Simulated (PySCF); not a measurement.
# Telling isomers of C₃H₇FO₃Si₂ apart by NMR

[PySCF 2.14: shielding tensors at PBE0/pcSseg-1 (GIAO); geometry from GFN2-xTB; rapidly exchanging positions averaged; no solvent model; one conformer; no relativistic terms]

References, each an isolated molecule treated in the same way: TMS for 1H (31.72 ppm), 13C (186.93 ppm). Splittings of carbon signals by F and P are missing where no couplings were computed. Where no couplings were computed, multiplicities follow the n + 1 count of equivalent neighbours, and m marks all less simple cases (inequivalent or close neighbours, rings, F or P nearby). Acid and N–H amide carbonyl carbons lie up to 10 ppm further downfield in solution (hydrogen bonding). Shifts are as computed. Against solution values, carbons near 30 ppm lie about +3 ppm off and those near 130 ppm about +5 ppm. Of 1309 compounds with measured shifts, 239 miss one by over three times the rms of a fit or turn the order of signals round; such compounds aren't used in these exercises. OH and NH positions are gas-phase values without hydrogen bonding to other molecules.

(1) Tabulate the signals of `C=C(O[Si@@H](F)[SiH3])C(=O)O`, `O=C([SiH3])O[C@]1(F)CO[SiH2]1` and their relative energies.

(2) What is the quickest way to tell C=C(O[Si@@H](F)[SiH3])C(=O)O from O=C([SiH3])O[C@]1(F)CO[SiH2]1?

Results:

(1) 
```json
{"SMILES": "C=C(O[Si@@H](F)[SiH3])C(=O)O", "carbon types": "2×C 1×CH2", "δC": "173.7, 151.3, 113.2", "δH": "6.48 (br s, 1H), 6.05 (br s, 1H), 5.78 (br s, 1H), 5.61 (m, 1H), 3.34 (m, 3H)", "E rel. (kcal/mol)": "0.0"}
{"SMILES": "O=C([SiH3])O[C@]1(F)CO[SiH2]1", "carbon types": "2×C 1×CH2", "δC": "192.5, 120.5, 79.7", "δH": "5.58 (m, 1H), 5.42 (m, 1H), 5.12 (m, 1H), 4.85 (m, 1H), 4.22 (s, 3H)", "E rel. (kcal/mol)": "63.3"}
```

Energies are electronic energies at PBE0/pcSseg-1 on these geometries, without zero-point or thermal terms, each for the one conformer computed, which needn't be the lowest.

(2) Both give the same number of carbon signals, with the same numbers of each carbon type, so the positions decide. The first has a β carbon of a C=C–C=O unit (CH2) at 113.2 ppm, the second an sp3 CH2 bonded to O at 79.7 ppm. Their most deshielded carbons lie at 173.7 and 192.5 ppm. In the proton spectra the most deshielded non-exchanging signals are 6.05 (br s, 1H) and 5.58 (m, 1H).
